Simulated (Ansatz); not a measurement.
Cost and result up the ladder for Si₂₅PH₃₆, a doped nanocrystal cut from the lattice of silicon (P on a surface site) (62 atoms). Charge 0, multiplicity 2. Geometry: PBE-D4/def2-SVP.

```xyz
62

P     2.570    2.541    1.252
Si   -2.831    3.518   -2.206
Si    0.756    4.254   -1.525
Si   -4.079   -0.099   -2.775
Si   -1.530   -3.026   -2.530
Si    2.223   -2.467   -2.239
Si   -0.237    0.542   -1.870
Si   -0.940    2.225    1.517
Si   -2.101   -1.275    0.882
Si    1.659   -0.868    1.149
Si    1.675    0.789    4.637
Si    0.207   -4.341    0.566
Si    0.170   -2.818    4.230
Si   -2.220    1.343   -2.873
Si    1.381    2.160   -2.421
Si   -1.090    4.993   -2.783
Si   -0.038    4.215    0.677
Si    0.210   -1.494   -2.965
Si   -3.517   -2.258   -3.530
Si   -1.772   -3.332   -0.208
Si    3.528    0.515    0.828
Si    2.010   -2.918    0.059
Si   -0.322    0.204    0.452
Si    1.754   -1.254    3.466
Si    2.815    2.542    3.528
Si    0.224   -4.759    2.887
H    -4.130    3.882   -2.883
H    -3.054    3.547   -0.715
H     1.908    5.229   -1.616
H    -5.144    0.476   -3.678
H    -4.640   -0.149   -1.379
H    -1.158   -4.363   -3.133
H     2.484   -3.737   -3.011
H     3.387   -1.531   -2.456
H    -2.447    2.253    1.412
H    -0.609    2.137    2.987
H    -3.383   -0.638    0.412
H    -2.228   -1.506    2.366
H     3.674    3.432    0.993
H     0.246    1.185    4.891
H     2.351    0.622    5.978
H     0.382   -5.660   -0.153
H    -1.203   -2.201    4.233
H     0.508   -3.205    5.650
H    -1.853    1.434   -4.340
H     1.405    2.280   -3.927
H     2.758    1.742   -1.976
H    -0.843    4.901   -4.268
H    -1.443    6.419   -2.438
H     0.850    4.934    1.667
H     0.265   -1.227   -4.452
H    -3.295   -2.179   -5.021
H    -4.645   -3.228   -3.274
H    -2.939   -4.256    0.058
H     4.063    0.513   -0.577
H     4.643    0.141    1.776
H     3.290   -3.502    0.615
H     3.125   -1.849    3.699
H     2.299    3.876    4.008
H     4.280    2.446    3.880
H    -0.921   -5.670    3.258
H     1.511   -5.479    3.211
```

Ansatz on 4 threads of AMD EPYC 7R13 on a shared host and a share (37 GiB) of an NVIDIA H100 80GB HBM3. Times are rough, and most runs start from the orbitals of an earlier one. PBE0-D4/def2-SVP serves as the yardstick here, not as an exact answer. Differences are given only for rows in sets of like size (and for xTB, whose basis is part of the method), since another set adds its own error. Binding counts from free atoms at the same level (P quartet, Si triplet, H doublet; other spins of the atoms weren't run), without zero-point energy or a counterpoise term.

Correlated methods freeze 130 core orbitals. The rows differ in basis, and correlated rows in double-zeta sets carry the largest basis error. Single mean-field runs in def2-SVP, def2-mTZVP are fitted with def2-universal-jkfit. Another isomer (doublet) lies 0.11 eV lower at PBE0-D4/def2-SVP; other spin states weren't run for this one.

Correlated methods converge slowly with the basis, most of all in double-zeta sets.

```tsv
level	functions	wall time	binding energy per atom (eV)	difference from PBE0-D4/def2-SVP (eV)
HF/STO-3G	270	3 s	3.60	–
PBE-D4/def2-SVP (with forces)	648	7.5 s	3.24	0.01
r2SCAN-D4/def2-mTZVP	680	9.5 s	3.19	–
r2SCAN-D4/def2-SVP	648	9.6 s	3.25	0.01
HF/def2-SVP	648	11 s	2.35	-0.89
PBE0-D4/def2-SVP	648	15 s	3.24	0.00
MP2/def2-SVP	648	17 s	2.97	-0.26
```
